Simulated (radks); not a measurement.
Excited configurations of Pt XVIII: one electron is placed in a higher orbital outside [Kr] 4d10 4f12 5s2. The ground configuration is [Kr] 4d10 4f13 5s2. Method: scalar-relativistic Kohn-Sham, r2SCAN, spin-polarised, spherical densities, finite nucleus; open shells are filled with parallel spins first (spin-orbit coupling, left out, can overturn this in heavy ions); meta-GGA in the generalised Kohn-Sham scheme; Fermi nuclear charge, rms radius 5.427 fm; computed with a radial shooting solver on a logarithmic mesh with Libxc functionals. Excitation = E - E(ground); binding = E(ion) - E, where the ion is the core of charge +18; n* = 18/sqrt(2 binding) in atomic units. These energies are relativistic, and a one-electron ion of charge +18 with no core already has n* below n in this formula (scalar-relativistic equation, point nucleus: 5p 4.996, 5d 4.998, 5f 4.999, 6s 5.992, 6p 5.995, 6d 5.998, 6f 5.999, 7s 6.992, 7p 6.995, 7d 6.997, 7f 6.998). The quantum defect is therefore taken as that value minus n*, so that it holds no relativistic shift of the bare ion.

outer orbital,excitation (eV),binding (eV),n*,quantum defect,eigenvalue (eV),<r> (bohr)
5p,62.819,395.87,3.337,1.659,-384.94,0.9176
5d,138.03,320.66,3.708,1.290,-310.69,1.024
5f,216.23,242.46,4.264,0.735,-233.88,1.191
6s,203.75,254.94,4.158,1.834,-249.15,1.470
6p,229.68,229.01,4.387,1.608,-223.67,1.584
6d,263.75,194.94,4.755,1.242,-189.94,1.757
6f,300.54,158.16,5.279,0.719,-153.47,2.004
7s,293.65,165.05,5.168,1.824,-161.45,2.253
7p,307.53,151.16,5.400,1.595,-147.83,2.405
7d,326.35,132.34,5.771,1.226,-129.11,2.641
7f,347.06,111.63,6.284,0.714,-108.59,2.972

The Delta-SCF ionisation energy is 458.69 eV (NIST Atomic Spectra Database: 445 eV, theoretical). Self-interaction in the functional shifts the binding energies and quantum defects, so they are the method's values and not measured ones. Open shells are spherical and high-spin; term and fine-structure splittings are not resolved. Spin-orbit splitting is averaged out at the scalar-relativistic level.
